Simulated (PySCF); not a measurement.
A structure optimised at PBE0-D3(BJ)/def2-SVP, used in a PySCF frequency run:

```xyz
5

I     -1.8115     0.0000     0.0904
C      0.0000     0.0000    -1.0433
I      1.8115     0.0000     0.0904
H      0.0000     0.9029    -1.6617
H      0.0000    -0.9029    -1.6617
```
Charge 0, spin multiplicity 1.

### Question
Write its SMILES, formula and point group.

### Answer
ICI, CH₂I₂, C2v

### Question
What are its rotational constants (standard atomic weights)?

### Answer
22.793, 0.60559, 0.59219 GHz
